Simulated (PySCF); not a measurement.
PySCF 2.14 output of an unrestricted M06 calculation on a single atom or ion in aug-cc-pVTZ-DK (7s6p4d2f, 59 functions), with scalar relativity by spin-free X2C-1e:

```
SCF conv_tol = 1e-09
number electrons alpha = 18  beta = 17
    Y. Zhao and D. G. Truhlar.,  Theor. Chem. Acc. 120, 215 (2008)
    Y. Zhao and D. G. Truhlar.,  Theor. Chem. Acc. 120, 215 (2008)
cycle= 1 E= -2606.22246756399  delta_E= -0.00625  |g|= 0.0511  |ddm|= 0.18
cycle= 2 E= -2606.22280217367  delta_E= -0.000335  |g|= 0.0237  |ddm|= 0.0688
cycle= 3 E= -2606.22287142872  delta_E= -6.93e-05  |g|= 0.00264  |ddm|= 0.0153
cycle= 4 E= -2606.222873691  delta_E= -2.26e-06  |g|= 0.000664  |ddm|= 0.0035
cycle= 5 E= -2606.22287390199  delta_E= -2.11e-07  |g|= 2.81e-05  |ddm|= 0.00131
cycle= 6 E= -2606.22287390254  delta_E= -5.54e-10  |g|= 2.61e-06  |ddm|= 9.73e-05
converged SCF energy = -2606.22287390254  <S^2> = 0.7528478  2S+1 = 2.0028458
```

The run itself started from symmetry-adapted Hartree-Fock orbitals and held the occupation by maximum overlap, on a logarithmic radial grid, so the iterations belong to that start.

**Question.** Which element, charge and spin multiplicity is this?

**Answer.** Br (bromine, neutral), multiplicity 2; the state was [Ar] 3d10 4s2 4p5, 2P determinant.
